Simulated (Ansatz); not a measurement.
Reaction (isomerisation): `OC1(F)C=N[SiH2]1` → `FC1([SiH3])N=CO1`

Calculated with Ansatz (gas phase, PBE0-D4/def2-TZVP geometries, no zero-point term in ΔE). CCSD(T)/CBS adds triple-zeta CCSD(T) − MP2 to the extrapolated MP2 energy (def2 sets, frozen cores). DFT in def2-TZVPP. B3LYP here is the variant with VWN-RPA as its local correlation; programs differ in this. One conformer a species, not always the lowest.

| level | ΔE (kJ/mol) | difference from CCSD(T)/CBS |
| --- | --- | --- |
| B3LYP-D4 | 71.7 | -2.4 |
| ωB97X-V | 64.9 | -9.2 |
| ωB97M-V | 72.2 | -1.9 |
| B2PLYP | 70.1 | -4.0 |
| PBE0 | 68.8 | -5.3 |
| CCSD/def2-TZVPP | 72.1 | -2.0 |
| CCSD(T)/def2-TZVPP | 68.5 | -5.6 |
| MP2/def2-QZVPP | 72.6 | -1.5 |
| SCS-MP2/def2-QZVPP | 70.9 | -3.2 |
| MP2/CBS(def2) | 74.8 | 0.7 |
| CCSD(T)/CBS | 74.1 | 0 |

Largest T1 diagnostic among the species: 0.015.

From PBE to PBE0 (25 % exact exchange), in def2-TZVPP and without D4, ΔE moves by +6.5 kJ/mol. In def2-TZVPP, CCSD(T) changes the Hartree–Fock value by −8.6 kJ/mol (the triples alone add −3.6 kJ/mol) and MP2 by −7.8 kJ/mol.
